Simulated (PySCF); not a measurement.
**PBE on Al (aluminium, neutral)**

Configuration: [Ne] 3s1 3p2, high-spin 4P determinant (an excited configuration). All numbers are calculated (PySCF 2.14, the non-relativistic Hamiltonian (point nucleus), in aug-cc-pV(Q+d)Z with one added diffuse shell each of s, p, d, f, g type (8s7p6d4f3g, 114 functions)).

```
Total energy                                                  : -242.1024 hartree
One-electron energy                                           : -335.8617 hartree
Hartree (Coulomb) energy                                      : 112.1837 hartree
Exchange-correlation energy                                   : -18.4244 hartree
Kinetic energy                                                : 241.37514 hartree
⟨S²⟩                                                          : 3.7500
⟨L²⟩                                                          : 2.001
Sum of ⟨r⟩                                                    : 13.92 bohr
Sum of ⟨r²⟩                                                   : 34.64 bohr²
Traceless quadrupole moment −½Σ⟨3z² − r²⟩ along its main axis : 4.87 e·bohr²
Density at the nucleus (Gaussians lack the cusp)              : 1380 bohr⁻³
Spin density at the nucleus                                   : 2.83 bohr⁻³
Langevin diamagnetic susceptibility                           : -27.4 ×10⁻⁶ cm³/mol
```

| shell | electrons | mean orbital energy (eV) | spread (eV) | rms radius, mean of both spins (bohr) |
| --- | --- | --- | --- | --- |
| 1s α | 1 | -1509.8 | 0 | 0.140 |
| 1s β | 1 | -1509.6 | 0 | 0.140 |
| 2s α | 1 | -109.26 | 0 | 0.687 |
| 2s β | 1 | -108.94 | 0 | 0.687 |
| 2p α | 3 | -71.265 | 0.184 | 0.681 |
| 2p β | 3 | -70.917 | 0.317 | 0.681 |
| 3s α | 1 | -9.138 | 0 | 2.66 |
| 3p α | 2 | -3.875 | 0 | 3.45 |
